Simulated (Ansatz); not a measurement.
One change: `C[S][Sn][OH]` becomes `C[S][Sn][O][SiH3]`.

Ansatz, PBE0-D4/def2-TZVP geometries, multiplicity 1. Each molecule was computed in one conformer, which needn't be the lowest.

Elements past krypton have def2 core potentials.

```tsv
property	`C[S][Sn][OH]`
LUMO energy (ωB97M-V/def2-TZVPP) / eV	-0.41
HOMO energy (PBE/def2-TZVPP) / eV	-5.87
size of the dipole moment (ωB97M-V/def2-TZVPP) / D	0.46
HOMO energy (B3LYP/def2-TZVPP) / eV	-6.78
HOMO–LUMO gap (PBE0/def2-TZVPP) / eV	4.90
size of the dipole moment (PBE/def2-TZVPP) / D	0.73
```

Problem. What does the change do to each property? (Estimate.)

Solution. Computed: 
```json
{"property": "LUMO energy (ωB97M-V/def2-TZVPP) / eV", "`C[S][Sn][O][SiH3]`": "-0.63", "shift": "-0.22"}
{"property": "HOMO energy (PBE/def2-TZVPP) / eV", "`C[S][Sn][O][SiH3]`": "-5.96", "shift": "-0.09"}
{"property": "size of the dipole moment (ωB97M-V/def2-TZVPP) / D", "`C[S][Sn][O][SiH3]`": "0.80", "shift": "0.34"}
{"property": "HOMO energy (B3LYP/def2-TZVPP) / eV", "`C[S][Sn][O][SiH3]`": "-6.82", "shift": "-0.04"}
{"property": "HOMO–LUMO gap (PBE0/def2-TZVPP) / eV", "`C[S][Sn][O][SiH3]`": "4.73", "shift": "-0.17"}
{"property": "size of the dipole moment (PBE/def2-TZVPP) / D", "`C[S][Sn][O][SiH3]`": "0.49", "shift": "-0.24"}
```

Dipoles are sizes alone; their direction can turn.

B3LYP here is the variant with VWN-RPA as its local correlation; programs differ in this.
